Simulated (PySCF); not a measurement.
TeCl, SMILES [Te]Cl, multiplicity 2. Atoms are numbered in the order given.

```xyz
2

Te     0.0000     0.0000    -0.5765
Cl     0.0000     0.0000     1.7634
```
Charge 0, spin multiplicity 2.

The structure is a stationary point at B3LYP-D3(BJ)/def2-TZVP. The spin state was assumed, not searched. The def2 effective core potentials stand for the cores of Te; spin–orbit coupling is left out.

All values below come from PBE0/def2-TZVPD (PySCF).

Isolated molecule, no solvent.

```json
{
  "total_energy": "-728.09602 hartree",
  "point_group": "C∞v",
  "α spin, highest occupied and lowest empty level": "-6.76 and -2.75 eV",
  "β spin, highest occupied and lowest empty level": "-6.48 and -4.39 eV",
  "dipole_moment": "1.53 D",
  "⟨S²⟩": "0.754 (pure state 0.75)"
}
```
